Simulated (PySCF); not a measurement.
## Polarisability and C₆ of Os³⁺ (osmium, charge +3)

[Xe] 4f14 5d5, high-spin 6S determinant. All numbers are calculated (PySCF 2.14, the spin-free X2C one-electron Hamiltonian (Gaussian nucleus), in x2c-TZVPPall with one added diffuse shell each of s, p, d, f type (12s8p8d4f1g, 113 functions)). Coupled (time-dependent) response in atomic units; α is the mean over directions.

| method | mean α (bohr³) | C₆ (like pair) | S(−4) |
| --- | --- | --- | --- |
| UHF | 6.540 | 35.55 | 9.165 |

S(−4) is the Cauchy moment in α(ω) = α(0) + S(−4) ω² + …

α(iu) at UHF:

| u (hartree) | α(iu) (bohr³) |
| --- | --- |
| 0 | 6.540 |
| 0.0500 | 6.517 |
| 0.100 | 6.450 |
| 0.200 | 6.206 |
| 0.300 | 5.862 |
| 0.500 | 5.082 |
| 0.750 | 4.193 |
| 1.00 | 3.479 |
| 1.50 | 2.467 |
| 2.00 | 1.819 |
| 3.00 | 1.086 |
| 5.00 | 0.5020 |

A single London oscillator, α(iu) = α/(1 + u²/ω²), gives C₆ = (3/4) ω α². Matching the computed C₆ needs ω = 4 × 35.55 / (3 × 6.540²) = 1.11 hartree.

For an ion, C₆ is the dispersion term alone; charge-induced terms of lower order in 1/R come first.

Spin-orbit coupling, which splits the p, d and f shells strongly at this Z, is absent.
